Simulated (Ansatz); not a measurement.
Ansatz (a first-principles code) input (B3LYP-D3(BJ)/def2-TZVP):

Ansatz 0.2 input:
```yaml
crystal:
  periodic: [false, false, false]
  atoms:
    - {symbol: C, position_ang: [-1.15878554, -0.23099395, -0.04654759]}
    - {symbol: Si, position_ang: [0.47520641, 0.09472832, 0.01908870]}
    - {symbol: H, position_ang: [-2.20799381, -0.44014462, -0.08869354]}
    - {symbol: H, position_ang: [1.49426260, -0.96659357, 0.10401088]}
    - {symbol: H, position_ang: [1.01355473, 1.46650544, -0.00327365]}
basis:
  gaussian:
    orbitals: def2-TZVP
hamiltonian:
  xc: b3lyp
  dispersion: d3bj
magnetization: {spin_polarized: true, initial_magnetization: 1}
phonons: {temperatures: {t_min: 298.15, t_max: 298.15, t_step: 100}}
```

Output:

```
Functional definition: B3LYP
integrals: 0.02 GiB planned
573 factors; their error is unknown
mean field: 0.24 GiB planned
mean field evaluation 1: about -8953.8612 eV, gradient 3.6e1 eV
mean field evaluation 2: about -8934.6591 eV, gradient 5.7e1 eV
mean field evaluation 4: about -8960.8513 eV, gradient 2.9e0 eV
mean field evaluation 8: about -8960.9286 eV, gradient 1.8e-1 eV
mean field evaluation 16: about -8960.9294 eV, gradient 7.6e-5 eV
mean field -8960.92938320 eV, -329.3080808964 hartree, gradient 2.8e-5 eV, S^2 0.769301; 1 other end points of the search recorded, 0 dependent functions left out
the calculation of the forces begins
reference -8960.92959126 eV, -329.3080885425 hartree; 12, 11 occupied and 74, 75 virtual orbitals, 573 factors
these checks for a lower state are left out or cut short: stability, starts, cluster_reference, orbital_swaps, neighbouring_geometries, increment
integrals: 0.02 GiB planned
573 factors; their error is unknown
mean field: 0.24 GiB planned
mean field -8960.92928554 eV, -329.3080773077 hartree, gradient 1.1e-6 eV, S^2 0.769136; 0 other end points of the search recorded, 0 dependent functions left out
the calculation of the forces begins
reference -8960.92949359 eV, -329.3080849534 hartree; 12, 11 occupied and 74, 75 virtual orbitals, 573 factors
these checks for a lower state are left out or cut short: stability, starts, cluster_reference, orbital_swaps, neighbouring_geometries, increment
integrals: 0.02 GiB planned
573 factors; their error is unknown
mean field: 0.24 GiB planned
mean field evaluation 32: about -8960.9293 eV, gradient 3.3e-4 eV
mean field -8960.92931186 eV, -329.3080782749 hartree, gradient 1.1e-6 eV, S^2 0.769469; 0 other end points of the search recorded, 0 dependent functions left out
the calculation of the forces begins
reference -8960.92951994 eV, -329.3080859216 hartree; 12, 11 occupied and 74, 75 virtual orbitals, 573 factors
these checks for a lower state are left out or cut short: stability, starts, cluster_reference, orbital_swaps, neighbouring_geometries, increment
integrals: 0.02 GiB planned
573 factors; their error is unknown
mean field: 0.24 GiB planned
mean field -8960.92931323 eV, -329.3080783252 hartree, gradient 9.1e-7 eV, S^2 0.769491; 0 other end points of the search recorded, 0 dependent functions left out
the calculation of the forces begins
reference -8960.92952133 eV, -329.3080859728 hartree; 12, 11 occupied and 74, 75 virtual orbitals, 573 factors
these checks for a lower state are left out or cut short: stability, starts, cluster_reference, orbital_swaps, neighbouring_geometries, increment
integrals: 0.02 GiB planned
573 factors; their error is unknown
mean field: 0.24 GiB planned
mean field -8960.92928357 eV, -329.3080772350 hartree, gradient 8.7e-7 eV, S^2 0.769114; 0 other end points of the search recorded, 0 dependent functions left out
the calculation of the forces begins
reference -8960.92949159 eV, -329.3080848799 hartree; 12, 11 occupied and 74, 75 virtual orbitals, 573 factors
these checks for a lower state are left out or cut short: stability, starts, cluster_reference, orbital_swaps, neighbouring_geometries, increment
integrals: 0.02 GiB planned
573 factors; their error is unknown
mean field: 0.24 GiB planned
mean field -8960.92933024 eV, -329.3080789504 hartree, gradient 2.8e-6 eV, S^2 0.769293; 0 other end points of the search recorded, 0 dependent functions left out
the calculation of the forces begins
reference -8960.92953829 eV, -329.3080865958 hartree; 12, 11 occupied and 74, 75 virtual orbitals, 573 factors
these checks for a lower state are left out or cut short: stability, starts, cluster_reference, orbital_swaps, neighbouring_geometries, increment
integrals: 0.02 GiB planned
573 factors; their error is unknown
mean field: 0.24 GiB planned
mean field -8960.92935465 eV, -329.3080798474 hartree, gradient 2.9e-6 eV, S^2 0.769310; 0 other end points of the search recorded, 0 dependent functions left out
the calculation of the forces begins
reference -8960.92956274 eV, -329.3080874944 hartree; 12, 11 occupied and 74, 75 virtual orbitals, 573 factors
these checks for a lower state are left out or cut short: stability, starts, cluster_reference, orbital_swaps, neighbouring_geometries, increment
integrals: 0.02 GiB planned
573 factors; their error is unknown
mean field: 0.24 GiB planned
mean field evaluation 64: about -8960.9294 eV, gradient 2.5e-6 eV
mean field -8960.92936264 eV, -329.3080801409 hartree, gradient 2.5e-6 eV, S^2 0.769290; 0 other end points of the search recorded, 0 dependent functions left out
the calculation of the forces begins
reference -8960.92957070 eV, -329.3080877872 hartree; 12, 11 occupied and 74, 75 virtual orbitals, 573 factors
these checks for a lower state are left out or cut short: stability, starts, cluster_reference, orbital_swaps, neighbouring_geometries, increment
integrals: 0.02 GiB planned
573 factors; their error is unknown
mean field: 0.24 GiB planned
mean field -8960.92934221 eV, -329.3080793901 hartree, gradient 1.9e-6 eV, S^2 0.769312; 0 other end points of the search recorded, 0 dependent functions left out
the calculation of the forces begins
reference -8960.92955027 eV, -329.3080870362 hartree; 12, 11 occupied and 74, 75 virtual orbitals, 573 factors
these checks for a lower state are left out or cut short: stability, starts, cluster_reference, orbital_swaps, neighbouring_geometries, increment
integrals: 0.02 GiB planned
573 factors; their error is unknown
mean field: 0.24 GiB planned
mean field -8960.92936250 eV, -329.3080801356 hartree, gradient 1.2e-6 eV, S^2 0.769297; 0 other end points of the search recorded, 0 dependent functions left out
the calculation of the forces begins
reference -8960.92957055 eV, -329.3080877813 hartree; 12, 11 occupied and 74, 75 virtual orbitals, 573 factors
these checks for a lower state are left out or cut short: stability, starts, cluster_reference, orbital_swaps, neighbouring_geometries, increment
integrals: 0.02 GiB planned
573 factors; their error is unknown
mean field: 0.24 GiB planned
mean field -8960.92936931 eV, -329.3080803861 hartree, gradient 2.3e-6 eV, S^2 0.769305; 0 other end points of the search recorded, 0 dependent functions left out
the calculation of the forces begins
reference -8960.92957739 eV, -329.3080880328 hartree; 12, 11 occupied and 74, 75 virtual orbitals, 573 factors
Total energy: -8961.06054754 eV, -329.3129010972 hartree
Atom 0 at    -1.158786    -0.230994    -0.046548 Å, force    -0.000256    -0.000051    -0.000010 eV/Å
Atom 1 at     0.475206     0.094728     0.019089 Å, force     0.001039     0.000207     0.000042 eV/Å
Atom 2 at    -2.207994    -0.440145    -0.088694 Å, force    -0.000343    -0.000068    -0.000014 eV/Å
Atom 3 at     1.494263    -0.966594     0.104011 Å, force    -0.000117    -0.000566     0.000014 eV/Å
Atom 4 at     1.013555     1.466505    -0.003274 Å, force    -0.000323     0.000479    -0.000032 eV/Å
Dipole moment:     0.152360     0.030372     0.006120 e Å
Vibrations: 211.35 321.72 605.15 662.82 953.90 1076.06 2258.05 2269.55 3346.52 cm⁻¹, zero-point energy 0.725625 eV
```

It need not be the lowest isomer of its formula.
